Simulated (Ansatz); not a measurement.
Reaction (substitution at a C–O bond): `C=COB(O)Cl` + dimethylamine → `C=CN(C)C` + `OB(O)Cl`

Isolated molecules relaxed with PBE0-D4/def2-TZVP in Ansatz; ΔE leaves out vibrations. CCSD(T)/CBS adds triple-zeta CCSD(T) − MP2 to the extrapolated MP2 energy (def2 sets, frozen cores). DFT in def2-TZVPP. B3LYP here is the variant with VWN-RPA as its local correlation; programs differ in this. One conformer a species, not always the lowest.

```csv
level,ΔE (kcal/mol),difference from CCSD(T)/CBS
PBE-D4,-12.6,-1.0
r2SCAN-D4,-12.4,-0.8
PBE0-D4,-12.4,-0.8
B3LYP-D4,-11.4,0.2
ωB97X-V,-11.1,0.5
ωB97M-V,-11.4,0.2
B2PLYP,-11.3,0.3
PBE,-11.8,-0.2
r2SCAN,-12.2,-0.6
PBE0,-11.8,-0.2
B3LYP,-10.2,1.4
HF/def2-TZVPP,-7.9,3.7
MP2/def2-TZVPP,-13.6,-2.0
SCS-MP2/def2-TZVPP,-11.8,-0.2
CCSD/def2-TZVPP,-10.8,0.8
CCSD(T)/def2-TZVPP,-11.4,0.2
HF/def2-QZVPP,-7.8,3.8
MP2/def2-QZVPP,-13.7,-2.1
SCS-MP2/def2-QZVPP,-11.9,-0.3
HF/CBS(def2),-7.8,3.8
MP2/CBS(def2),-13.8,-2.2
CCSD/CBS(def2),-11.0,0.6
CCSD(T)/CBS,-11.6,0
```

Largest T1 diagnostic among the species: 0.012.

The D4 term adds −1.2 kcal/mol with B3LYP and −0.6 kcal/mol with PBE0; it sums over pairs of atoms, weighted by their polarisabilities, and B3LYP, whose exchange is more repulsive, gets the larger term. In def2-TZVPP, CCSD(T) changes the Hartree–Fock value by −3.5 kcal/mol (the triples alone add −0.6 kcal/mol) and MP2 by −5.7 kcal/mol.
